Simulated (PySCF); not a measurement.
System: sum formula Si$_{3}$N$_{2}$H$_{9}$, charge -1, multiplicity 1. It need not be the lowest isomer of its formula. Whether it binds its extra electron was not tested at this geometry. 
Coordinates optimised at B3LYP-D3(BJ)/def2-TZVP (Ansatz):
```xyz
14

Si    -0.1392    -0.6028    -0.3688
N     -1.2995     0.0971     0.5381
Si    -2.8873     0.4289     0.7936
N      1.3161     0.4179    -0.4612
Si     2.9454    -0.0593    -0.4287
H      0.4493    -1.9060     0.1225
H     -0.5075    -0.9162    -1.7977
H     -3.5991    -0.4713     1.7771
H     -3.8084     0.3913    -0.4072
H     -3.1432     1.8020     1.3656
H      1.1092     1.3807    -0.2339
H      3.4537    -0.6073     0.8674
H      3.2336    -1.1164    -1.4371
H      3.8316     1.1024    -0.7414
```
Charge -1, spin multiplicity 1.

Dispersion corrections to the total energy (kcal/mol) from the dftd3 and dftd4 libraries through PySCF: D3(BJ) without and D4 with the three-body term, each with the damping fitted for the functional named.

```
functional  D3(BJ)      D4
----------  ------  ------
PBE0         -6.96     [?]
B2GP-PLYP    -6.34   -3.91
CAM-B3LYP      [?]   -7.89
PW6B95       -4.62   -7.62
revPBE      -18.46  -26.05
B3LYP       -13.96     [?]
r2SCAN       -2.30   -2.34
```

**Question.** Complete the blanks.

**Answer.** 
- PBE0, D4: -7.72
- CAM-B3LYP, D3(BJ): -6.76
- B3LYP, D4: -14.49
